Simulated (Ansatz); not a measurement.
Total energies of Ti(OH)2Cl2 (TiCl₂O₂H₂) from Ansatz at PBE0-D4/def2-TZVP, gas phase (1 Eh = 27.2114 eV = 2625.5 kJ/mol). The reference geometry is relaxed at r2SCAN-D4/def2-SVP.

| state | geometry | energy (Eh) |
| --- | --- | --- |
| charge 0 singlet | reference | -1921.20987 |
| charge 1 doublet | reference | -1920.80629 |
| charge 1 doublet | relaxed at r2SCAN-D4/def2-SVP | -1920.82723 |
| free Ti atom (triplet) | – | -849.14317 |
| free O atom (triplet) | – | -75.01860 |
| free H atom (doublet) | – | -0.50104 |
| free Cl atom (doublet) | – | -459.99739 |

**Question.** Work out the vertical ionisation energy to the doublet.

**Answer.** E(charge 1 doublet) − E(charge 0 singlet) = -1920.80629 − (-1921.20987) = 0.40358 Eh = 10.98 eV. For comparison, −ε of the highest occupied level is 8.94 eV at this level, 2.04 eV less.

**Question.** How much does the charge 1 doublet relax, and what is the adiabatic ionisation energy?

**Answer.** Relaxation: -1920.80629 − (-1920.82723) = 0.02094 Eh = 0.57 eV. Adiabatic ionisation energy: 0.38264 Eh = 10.41 eV, without zero-point energy. 

**Question.** What is the binding energy per atom against free atoms?

**Answer.** Atoms: 1 × (-849.14317) + 2 × (-75.01860) + 2 × (-0.50104) + 2 × (-459.99739) = -1920.17723 Eh. Binding: -1920.17723 − (-1921.20987) = 1.03264 Eh = 28.10 eV, or 4.01 eV for each of 7 atoms (no zero-point energy, no counterpoise term).
